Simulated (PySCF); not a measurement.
**Finite-field polarisability of Cl (chlorine, neutral)**

[Ne] 3s2 3p5, 2P determinant. Computed with PySCF 2.14 in ANO-RCC-VTZP, with the spin-free X2C one-electron Hamiltonian (Gaussian nucleus). Frozen: [Ne]. Energy changes in a uniform field (μhartree):

```json
{"axis": "x", "F (au)": "0.0043", "HF": "-101.243", "MP2": "-101.492", "CCSD": "-101.257", "CCSD(T)": "-101.302"}
{"axis": "x", "F (au)": "0.0086", "HF": "-404.993", "MP2": "-405.994", "CCSD": "-405.052", "CCSD(T)": "-405.233"}
{"axis": "y", "F (au)": "0.0041", "HF": "-100.849", "MP2": "-101.622", "CCSD": "-101.525", "CCSD(T)": "-101.694"}
{"axis": "y", "F (au)": "0.0082", "HF": "-403.438", "MP2": "-406.529", "CCSD": "-406.141", "CCSD(T)": "-406.819"}
```

By symmetry the remaining axis equals y.

(1) Derive α along x at CCSD(T) from the two fields.

(2) And the mean polarisability at each level?

CCSD(T) lies more than 5 % below the reference, which points to too few diffuse and polarisation functions.

The basis has no added diffuse functions, which lowers α.

Answers

(1) With ΔE = −αF²/2 − γF⁴/24, α = −(16 ΔE(F) − ΔE(2F))/(6F²) = 10.96 bohr³.

(2) The components xx, yy, zz at CCSD(T) are 10.96, 12.10, 12.10, the third axis being equal by symmetry to one of the two computed. Means: HF 11.65, MP2 11.72, CCSD 11.70, CCSD(T) 11.72 bohr³. Reference: 14.6 ± 0.1 bohr³ (recommended; Schwerdtfeger and Nagle, table of static dipole polarizabilities (2023 update)).
